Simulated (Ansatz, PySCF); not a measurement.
Species: Bi2 (charge 0, singlet). 
Structure (B3LYP-D3(BJ)/def2-TZVP (Ansatz, an electronic-structure program) minimum search):
SMILES: [Bi]#[Bi]
```xyz
2

Bi     0.0000     0.0000    -1.3195
Bi     0.0000     0.0000     1.3195
```
Charge 0, spin multiplicity 1.

Quantity: atomisation energy (electronic, to ground-state atoms), in kcal/mol. Valence correlation only, unless marked. Open shells are spin-unrestricted. Spin-orbit coupling is left out. Frozen are the shells of the preceding noble gas and the d and f shells that filled before the atom's block. Past Kr the def2 sets carry scalar-relativistic core potentials. The coupled-cluster limit lacks core correlation, which all-electron functionals hold. Basis-set limits of correlation are two-point, X^-3; Hartree-Fock from the larger set.

```csv
level,program,atomisation energy (kcal/mol),minus last row
HF/def2-SVP,Ansatz,-26.2,-79.5
HF/def2-QZVPP,Ansatz,-22.2,-75.5
HF-D4/def2-TZVPD,PySCF + dftd4,-19.0,-72.3
PBE-D4/def2-TZVPD,Ansatz + dftd4,67.1,13.8
BLYP-D4/def2-TZVPD,Ansatz + dftd4,72.3,19.0
revPBE/def2-TZVPD,Ansatz,57.4,4.1
M06-L/def2-TZVPD,PySCF,81.5,28.2
B3LYP-D3(BJ)/def2-TZVPD,Ansatz + dftd3,63.3,10.0
B3LYP-D4/def2-TZVPD,Ansatz + dftd4,62.9,9.6
TPSSh-D3(BJ)/def2-TZVPD,PySCF + dftd3,59.6,6.3
TPSSh/def2-TZVPD,PySCF,58.1,4.8
M06-2X/def2-TZVPD,PySCF,8.7,-44.6
B2GP-PLYP/def2-TZVPD,Ansatz,55.3,2.0
RPA@PBE/def2-TZVPP,Ansatz,48.2,-5.1
RPA@PBE/def2-QZVPP,Ansatz,50.9,-2.4
MP2/def2-TZVPP,Ansatz,47.8,-5.5
MP2/def2-TZVPPD,Ansatz,48.7,-4.6
SCS-MP2/def2-SVP,Ansatz,36.0,-17.3
CCSD/def2-TZVPPD,Ansatz,38.4,-14.9
CCSD(T)/def2-QZVPPD,Ansatz,50.7,-2.6
"CCSD(T)/CBS(def2-TZVPPD,def2-QZVPPD)",Ansatz,53.3,0.0
```

The Hartree-Fock reference is unstable (checked in the largest basis), which strains HF and MP2.
